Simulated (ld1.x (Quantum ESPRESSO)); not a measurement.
## u(r) = r·R(r): atom against pseudo-atom (Si)

Columns: radius, all-electron u(r) and pseudo u(r) of the 3p shell (level -11.67 eV) of silicon in the configuration [Ne] 3s2 3p1; PBE, non-relativistic, TM scheme, ld1.x (Quantum ESPRESSO) 7.5.

```tsv
r (bohr)	all-electron	pseudo
0.075	0.0763	-0.0056
0.150	0.1881	-0.0217
0.225	0.2644	-0.0464
0.300	0.2944	-0.0770
0.375	0.2845	-0.1102
0.450	0.2453	-0.1429
0.525	0.1867	-0.1727
0.600	0.1164	-0.1989
0.675	0.0403	-0.2217
0.750	-0.0376	-0.2427
0.825	-0.1143	-0.2641
0.900	-0.1879	-0.2882
0.975	-0.2571	-0.3170
1.050	-0.3211	-0.3515
1.125	-0.3794	-0.3916
1.200	-0.4321	-0.4353
1.275	-0.4791	-0.4795
1.350	-0.5207	-0.5207
1.425	-0.5570	-0.5570
1.500	-0.5880	-0.5880
1.575	-0.6140	-0.6140
1.650	-0.6352	-0.6352
1.725	-0.6518	-0.6518
1.800	-0.6642	-0.6642
1.875	-0.6726	-0.6726
1.950	-0.6775	-0.6775
```

How many radial nodes do the two functions have?

The all-electron 3p function has n − l − 1 = 1; the pseudo-wave has 0, since the states of the same l below it are removed with the core.

At about which radius was the pseudo-wave matched?

1.40 bohr. The columns agree to 0.0005 from 1.27 bohr on; several derivatives are matched, so the curves merge somewhat inside the radius.

Is the pseudo-wave norm-conserving?

Yes: the TM scheme keeps the norm inside the radius equal to the all-electron one, which fixes the energy derivative of the logarithmic derivative at the level.
